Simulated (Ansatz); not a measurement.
Geometry optimisation, UHF/def2-SVP (Ansatz).

input.yaml

```yaml
crystal:
  periodic: [false, false, false]
  atoms:
    - { symbol: B, position_ang: [-0.027646, 0.0, -0.093827] }
    - { symbol: F, position_ang: [-0.021475, 0.0, 1.213886] }
    - { symbol: F, position_ang: [1.104484, 0.0, -0.724821] }
    - { symbol: Cl, position_ang: [-1.539453, 0.0, -0.968623] }
    - { symbol: F, position_ang: [0.01639, 0.0, 3.563385] }
magnetization:
  spin_polarized: true
  initial_magnetization: 1
basis:
  gaussian: { orbitals: def2-SVP }
hamiltonian:
  xc: hf
relax:
  f_tol: 0.03
  max_steps: 50
```

Run as:

```bash
$ ansatz run input.yaml --threads 1 --pin off --max-ram 2048MiB --backend cpu --events-out ev --progress --plain --runs-dir out
```

Q: Where does it end, and by what steps?

A: The run converged. After 3 steps the energy has fallen by 0.049 eV; F5 moved furthest, 0.36 Å.

```
step  energy less start (eV)  largest force component (eV/Å)  accepted
   0                  0.0000                           0.663       yes
   1                 -0.0265                           0.320       yes
   2                 -0.0469                           0.205       yes
   3                 -0.0490                           0.025       yes
```

```xyz
5
Properties=species:S:1:pos:R:3
B -0.029 0.000 -0.182
F -0.014 0.000 1.117
F 1.100 0.000 -0.823
Cl -1.544 0.000 -1.050
F 0.020 0.000 3.928
```

Whether the end is a true minimum wasn't checked by a vibrational analysis.

Time of the run: 7.7 s on 1 thread of AMD EPYC 9R45 96-Core Processor (Zen 5), on a shared host, peak memory 0.19 GiB.
